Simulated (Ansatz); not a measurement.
Ansatz (an electronic-structure program) input for C₁₀H₂₂Ge₂N₂, SMILES [CH3][Ge]([CH3])([CH3])[N]1C=C[N]([Ge]([CH3])([CH3])[CH3])C=C1, PBE0-D3(BJ)/def2-SVP. The structure is a stationary point at PBE0-D3(BJ)/def2-SVP. The values are those of a single conformer.

Ansatz 0.2 input:
```yaml
crystal:
  periodic: [false, false, false]
  atoms:
    - {symbol: C, position_ang: [4.17052325, 0.40072803, -1.17605142]}
    - {symbol: Ge, position_ang: [3.18779140, 0.12650213, 0.48387530]}
    - {symbol: C, position_ang: [3.24373522, 1.72459584, 1.60848154]}
    - {symbol: C, position_ang: [3.84082404, -1.43607056, 1.44709562]}
    - {symbol: N, position_ang: [1.42642886, -0.25085943, -0.00231257]}
    - {symbol: C, position_ang: [0.53872153, -0.78783426, 0.95705311]}
    - {symbol: C, position_ang: [-0.78128675, -0.55060324, 0.96682527]}
    - {symbol: N, position_ang: [-1.43890575, 0.27230755, 0.02473177]}
    - {symbol: C, position_ang: [-0.54855073, 0.82143818, -0.92551489]}
    - {symbol: C, position_ang: [0.77132556, 0.58339996, -0.93575581]}
    - {symbol: Ge, position_ang: [-3.18614742, -0.13316845, -0.48959488]}
    - {symbol: C, position_ang: [-4.17342272, -0.49685033, 1.15023665]}
    - {symbol: C, position_ang: [-3.87311306, 1.44750913, -1.39857085]}
    - {symbol: C, position_ang: [-3.19082436, -1.68599672, -1.67720729]}
    - {symbol: H, position_ang: [3.86143779, 1.32933916, -1.67779023]}
    - {symbol: H, position_ang: [4.00417695, -0.44252952, -1.86195771]}
    - {symbol: H, position_ang: [5.24784914, 0.47347628, -0.96468589]}
    - {symbol: H, position_ang: [4.27437200, 1.97145325, 1.90518902]}
    - {symbol: H, position_ang: [2.64479385, 1.56569139, 2.51737508]}
    - {symbol: H, position_ang: [2.82004974, 2.58161323, 1.06430322]}
    - {symbol: H, position_ang: [4.92369979, -1.34300848, 1.61829196]}
    - {symbol: H, position_ang: [3.35148376, -1.53803213, 2.42675055]}
    - {symbol: H, position_ang: [3.65607979, -2.34970754, 0.86363722]}
    - {symbol: H, position_ang: [0.97893832, -1.42727502, 1.72427713]}
    - {symbol: H, position_ang: [-1.40667959, -1.00464021, 1.73758206]}
    - {symbol: H, position_ang: [-0.98613489, 1.47479794, -1.68262136]}
    - {symbol: H, position_ang: [1.39925090, 1.05089344, -1.69644240]}
    - {symbol: H, position_ang: [-4.02833353, 0.31935293, 1.87279724]}
    - {symbol: H, position_ang: [-3.84944171, -1.44023336, 1.61352382]}
    - {symbol: H, position_ang: [-5.24778324, -0.58063640, 0.92819402]}
    - {symbol: H, position_ang: [-3.72513009, 2.34082009, -0.77461265]}
    - {symbol: H, position_ang: [-3.37182842, 1.60556200, -2.36466592]}
    - {symbol: H, position_ang: [-4.94978311, 1.32930323, -1.59196774]}
    - {symbol: H, position_ang: [-4.21104348, -1.94084613, -2.00183660]}
    - {symbol: H, position_ang: [-2.58016224, -1.47848348, -2.56836541]}
    - {symbol: H, position_ang: [-2.75867253, -2.55562124, -1.16043559]}
basis:
  gaussian:
    orbitals: def2-SVP
hamiltonian:
  xc: pbe0
  dispersion: d3bj
```

Log of the run:

```
WARN ansatz: RAYON_NUM_THREADS=8 ignored (pool sized by the plan → 8); use --threads N
Functional definition: PBE0
integrals: 0.74 GiB planned
3980 factors; their error is unknown
mean field: 5.26 GiB planned
mean field evaluation 1: about -126665.7862 eV, gradient 1.0e2 eV
mean field evaluation 2: about -126660.9627 eV, gradient 1.1e2 eV
mean field evaluation 4: about -126691.2620 eV, gradient 4.4e0 eV
mean field evaluation 8: about -126691.3036 eV, gradient 6.4e-2 eV
mean field evaluation 16: about -126691.5441 eV, gradient 1.3e-4 eV
mean field -126691.54413492 eV, -4655.8283723456 hartree, gradient 5.8e-5 eV, S^2 0.000000; 0 other end points of the search recorded, 0 dependent functions left out
reference -126691.54418619 eV, -4655.8283742296 hartree; 80, 80 occupied and 262, 262 virtual orbitals, 3980 factors
Total energy: -126692.54236974 eV, -4655.8650567983 hartree
```

The calculation finished and met its thresholds.
